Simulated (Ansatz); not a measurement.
Saddle point of BH₄ClO₂, singlet (BH₃O₂ ([OH][BH][OH]) + HCl → BH₂ClO₂ ([OH][B]([OH])[Cl]) + H₂; bonds formed: B1–Cl6, H2–H5; bonds broken: B1–H2, H5–Cl6), PBE0-D4/def2-TZVP structure:

B1  (-0.063, -0.196, -0.134)
H2  (1.214, -0.652, -0.105)
O3  (-0.348, 0.649, -1.160)
O4  (-0.836, -1.239, 0.243)
H5  (1.173, -0.049, 0.636)
Cl6  (0.504, 1.096, 1.610)
H7  (0.121, 1.485, -1.133)
H8  (-1.765, -1.096, 0.042)
(Å)

Energies are electronic, without zero-point energy. Barriers and step energies count from the start structure reached by relaxing down the imaginary mode; all methods use the PBE0-D4 structures, on which another method's saddle can fall below an end. Computed with Ansatz 0.2.0 (basis: def2-TZVPP, with def2-QZVPP for the basis limit); correlated methods freeze the cores. B3LYP uses VWN-RPA correlation. Extrapolation: Hartree–Fock as exp(−7.88 √X), correlation as X^−2.97.

```
      method  barrier (eV)  step energy (eV)
       SPW92         0.977            -0.361
      PBE-D4         1.230            -0.446
     BLYP-D4             ?            -0.423
   r2SCAN-D4         1.303            -0.503
      B97M-V         1.465            -0.492
     PBE0-D4         1.384            -0.439
    B3LYP-D4         1.552            -0.409
  r2SCAN0-D4         1.422            -0.481
    BHLYP-D4         1.742            -0.394
CAM-B3LYP-D4         1.645            -0.370
     wB97X-V             ?            -0.439
     wB97M-V         1.560            -0.459
      B2PLYP             ?            -0.401
    PBE-QIDH         1.539            -0.446
  RPA on PBE         1.719            -0.418
          HF         2.213            -0.375
         MP2         1.614            -0.481
        CCSD         1.792            -0.399
     CCSD(T)         1.684            -0.426
```

Question: Fill in the withheld barriers. (Judge from chemistry; the value comes from the calculation.)

Answer: Computed: wB97X-V 1.611; BLYP-D4 1.442; B2PLYP 1.642 eV. Each is the energy of the saddle less that of the start structure, by the same method.

For comparison, the barrier by CCSD(T) at an estimated basis limit (MP2 extrapolated from triple and quadruple zeta, plus CCSD(T) − MP2 in triple zeta) is 1.634 eV.

The T1 diagnostic stays at or below 0.013.

Labels in which every atom is bracketed show which atoms are joined, not bond orders.

For scale, one of the runs: CCSD(T)/def2-TZVPP, 191 basis functions, launched by `ansatz run in.yaml --threads 2 --pin off --events-out ev --progress --plain --max-ram 4352MiB`. Time: 74 s of wall clock on 2 CPU threads of an Arm Neoverse V1; the host was shared. Peak host memory: 2.2 GiB.
